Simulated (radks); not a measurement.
The numbers below are computed, except where a source is named.
Task: Excited configurations of the nitrogen ion N5+: one electron is placed in a higher orbital outside 1s1. The ground configuration is [He]. Code: a radial shooting solver on a logarithmic mesh with Libxc functionals. Model: non-relativistic Kohn-Sham, PBE, spin-polarised, spherical densities, point nucleus; open shells are filled with parallel spins first. Excitation = E - E(ground); binding = E(ion) - E, where the ion is the core of charge +6; n* = 6/sqrt(2 binding) in atomic units, and the quantum defect is n - n*.

| outer orbital | excitation (eV) | binding (eV) | n* | quantum defect | eigenvalue (eV) | <r> (bohr) |
|---|---|---|---|---|---|---|
| 2p | 424.78 | 126.12 | 1.971 | 0.029 | -113.85 | 0.8098 |
| 3s | 492.43 | 58.468 | 2.894 | 0.106 | -54.263 | 2.115 |
| 3p | 494.03 | 56.871 | 2.935 | 0.065 | -52.404 | 2.009 |
| 4p | 518.79 | 32.113 | 3.905 | 0.095 | -29.843 | 3.691 |
| 4d | 519.54 | 31.356 | 3.952 | 0.048 | -28.900 | 3.442 |
| 4f | 520.03 | 30.875 | 3.983 | 0.017 | -28.002 | 2.979 |
| 5s | 529.98 | 20.917 | 4.839 | 0.161 | -19.575 | 5.932 |
| 5f | 530.84 | 20.058 | 4.942 | 0.058 | -18.496 | 5.174 |
| 6s | 536.38 | 14.519 | 5.808 | 0.192 | -13.621 | 8.567 |
| 6d | 536.74 | 14.164 | 5.880 | 0.120 | -13.223 | 8.285 |
| 7p | 540.34 | 10.560 | 6.810 | 0.190 | -9.918 | 11.64 |

Estimate the row for 7d.

Result: excitation (eV) 540.45; binding (eV) 10.454; n* 6.845; quantum defect 0.155; eigenvalue (eV) -9.796; <r> (bohr) 11.43. The Delta-SCF ionisation energy is 550.90 eV (NIST Atomic Spectra Database: 552.07 eV, theoretical). Self-interaction in the functional shifts the binding energies and quantum defects, so they are the method's values and not measured ones.
